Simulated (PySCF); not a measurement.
C2H8FNSi2, SMILES C=C[SiH2][Si@H](N)F. Atoms are numbered in the order given.

```xyz
14

C      2.9392     1.1321    -0.5034
C      2.2588     0.0038    -0.2593
Si     0.5791    -0.3878    -0.9929
Si    -1.1046    -0.4122     0.6405
N     -2.6319    -0.4800    -0.1443
F     -0.8938     0.9396     1.5520
H      2.5574     1.9028    -1.1824
H      3.9083     1.3396    -0.0357
H      2.6996    -0.7243     0.4354
H      0.2375     0.6538    -2.0111
H      0.5962    -1.7225    -1.6680
H     -1.0472    -1.5506     1.5978
H     -2.8361     0.1096    -0.9453
H     -3.4799    -0.7192     0.3615
```

The structure is a stationary point at B3LYP-D3(BJ)/def2-SVP. The structure was generated by enumeration; whether it is a known compound was not checked. One conformer was computed; it need not be the lowest.

Two levels are set side by side: PBE/pcSseg-1 (PySCF) and B3LYP/pcSseg-1 (PySCF). GIAO shifts against CFCl3 (¹⁹F), NH3 (¹⁵N), TMS (²⁹Si), TMS (¹H), TMS (¹³C) at the same level; non-relativistic, no solvent, atoms listed together averaged. Differences are taken from unrounded values.

```tsv
quantity	B3LYP	PBE	PBE minus B3LYP
δ(¹³C) of C1 (ppm)	148.0	146.5	-1.5
δ(¹³C) of C2 (ppm)	139.4	137.3	-2.1
δ(²⁹Si) of Si3 (ppm)	-68.5	-72.6	-4.0
δ(²⁹Si) of Si4 (ppm)	-9.2	-6.0	3.2
δ(¹⁵N) of N5 (ppm)	46.6	52.1	5.5
δ(¹⁹F) of F6 (ppm)	-155.5	-164.4	-8.9
δ(¹H) of H7, H8 (ppm)	6.51	6.60	0.09
δ(¹H) of H9 (ppm)	6.43	6.55	0.11
δ(¹H) of H12 (ppm)	5.31	5.66	0.35
```

Rough cost on one machine, each run with all the roots and properties that it gave: B3LYP against PBE within a factor of 2.
